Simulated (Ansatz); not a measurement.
ClH3SiZn, SMILES `Cl[SiH2][ZnH]`, 6 atoms. Total charge 0; spin multiplicity 1. For Zn the d shell is correlated and the shells below it are frozen. Scalar relativity is left out up to krypton. All runs use 2 threads of an AMD EPYC 7B13 on a shared host. Correlated methods freeze the cores.

(1) Give the basis size and wall time and peak host memory of each of these runs in Ansatz. RKS PBE0-D4/def2-QZVPP energy; RKS PBE0-D4/def2-TZVP relaxation (4 steps); RKS ωB97M-V/def2-SVP energy; RKS PBE0-D4/def2-TZVPP energy; RKS PBE0-D4/def2-SVP energy; RHF-CCSD(T) with 3s3p of Cu, Zn/def2-TZVPP energy; RHF-MP2 with 3s3p of Cu, Zn/def2-QZVPP energy; RHF-CCSD(T) with 3s3p of Cu, Zn/def2-SVP energy; RKS B3LYP-D4/def2-TZVPP energy and forces; RKS ωB97M-V/def2-QZVPP energy; direct RPA on PBE orbitals with 3s3p of Cu, Zn/def2-TZVPP energy; RKS HSE06 (plane-wave form)-D4/def2-TZVPP energy. (An estimate is asked.)

Answers

(1) Computed: Other jobs shared the machine, so times are rough.

```csv
level,job,functions,wall time,peak host memory (GiB)
RKS PBE0-D4/def2-SVP,energy,82,1.1 s,0.18
"RHF-CCSD(T) with 3s3p of Cu, Zn/def2-SVP",energy,82,1.9 s,0.21
RKS PBE0-D4/def2-TZVPP,energy,190,2.6 s,0.54
RKS HSE06 (plane-wave form)-D4/def2-TZVPP,energy,190,3.2 s,0.56
"direct RPA on PBE orbitals with 3s3p of Cu, Zn/def2-TZVPP",energy,190,3.6 s,0.35
RKS B3LYP-D4/def2-TZVPP,energy and forces,190,4.2 s,0.54
RKS ωB97M-V/def2-SVP,energy,82,4.7 s,0.26
RKS PBE0-D4/def2-QZVPP,energy,330,7.5 s,1.1
RKS PBE0-D4/def2-TZVP,relaxation (4 steps),140,12 s,0.39
"RHF-MP2 with 3s3p of Cu, Zn/def2-QZVPP",energy,330,12 s,1.2
RKS ωB97M-V/def2-QZVPP,energy,330,14 s,1.2
"RHF-CCSD(T) with 3s3p of Cu, Zn/def2-TZVPP",energy,190,40 s,1.8
```

B3LYP here is the variant with VWN-RPA as its local correlation; programs differ in this.
